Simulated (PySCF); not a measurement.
Multinuclear NMR of C₈H₇FO₂

Atoms are numbered as in `[CH3:1][O:2][C:3](=[O:4])[c:5]1[cH:6][cH:7][c:8]([F:9])[cH:10][cH:11]1`; H(Xn) means a hydrogen on atom n.

How the numbers were obtained: GIAO PBE0/pcSseg-1 shieldings, geometry from GFN2-xTB, in PySCF 2.14 (no solvent, equivalent nuclei averaged, non-relativistic Hamiltonian, a single conformation).

Task: Where does 19F resonate?

Result: 
```json
{"atoms": "F9", "environment": "aryl fluorine", "σ (ppm)": "277.2", "δ (ppm)": "-104.1"}
```

Shieldings were converted by a linear fit to measured shifts: 19F (scatter 6.0 ppm rms, 7.0 ppm with the 5 outliers that the fit left out vs CFCl3, solution or neat liquid, with a term for F on sp3 carbon). Occasional misses reach two or three times the rms, and more in compound classes unlike the fitted ones.

On a 500 MHz spectrometer 19F resonates near 470.5 MHz, so 1 ppm is 470.5 Hz.

Task: Predict the 17O NMR data.

Result: 
| atoms | environment | σ (ppm) | δ (ppm) |
| --- | --- | --- | --- |
| O4 | ester carbonyl oxygen | -77.2 | 337.0 |
| O2 | ester alkoxy oxygen | 159.1 | 121.7 |

Shieldings were converted by a linear fit to measured shifts: 17O: δ = 266.70 − 0.911σ (rms 10.7 ppm, 155 shifts, 12.2 ppm with the 3 outliers that the fit left out vs liquid water, solution or neat liquid). Occasional misses reach two or three times the rms, and more in compound classes unlike the fitted ones.

On a 600 MHz spectrometer 17O resonates near 81.3 MHz, so 1 ppm is 81.3 Hz.
